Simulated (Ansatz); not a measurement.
The same path of AlCl2H4N (8 atoms, charge 0, multiplicity 1) was run twice with different band settings. Lost on the way: Al1–H2, N5–H8. Made: H2–H8.

Computed with RKS PBE0-D4/def2-SVP in Ansatz.

Relaxed end points:

```xyz
8
Properties=species:S:1:pos:R:3
Al 0.008 -0.051 0.211
H -0.176 0.858 1.493
Cl 1.916 -0.037 -0.756
Cl -1.666 -0.273 -1.103
N 0.063 -1.954 0.942
H -0.688 -2.502 0.517
H 0.954 -2.388 0.692
H -0.042 -2.001 1.957
```

```xyz
8
Properties=species:S:1:pos:R:3
Al 0.086 -0.733 -0.170
H -0.153 0.492 1.828
Cl 1.861 0.335 -0.500
Cl -1.723 0.061 -0.872
N 0.141 -2.382 0.440
H -0.662 -2.997 0.501
H 0.991 -2.877 0.685
H -0.172 -0.244 2.043
```

Common settings: spring 5.0 eV/Å²; optimiser quadratic models (default); start path through a guess of the saddle point; force threshold 0.05 eV/Å; iteration limit 60; end points relaxed.

| run | movable images | climbing image |
| --- | --- | --- |
| 1 | 9 | yes |
| 2 | 3 | no |

(1) What does each run give, and how far can it be trusted?

Answers

(1) Run 1: converged after 11 iterations, highest image 1.551 eV above the first end. A vibrational analysis at the climbing image gives one clearly imaginary mode, 1125i cm⁻¹: a first-order saddle point.
Run 2: converged after 9 iterations, highest image 1.307 eV above the first end. No image climbed, so the highest image needn't sit at the top of the path. So few images can step over the top or miss a turn of the path.
The orbitals stay closed-shell, which can raise the energy where a bond breaks towards radicals; this wasn't checked here.
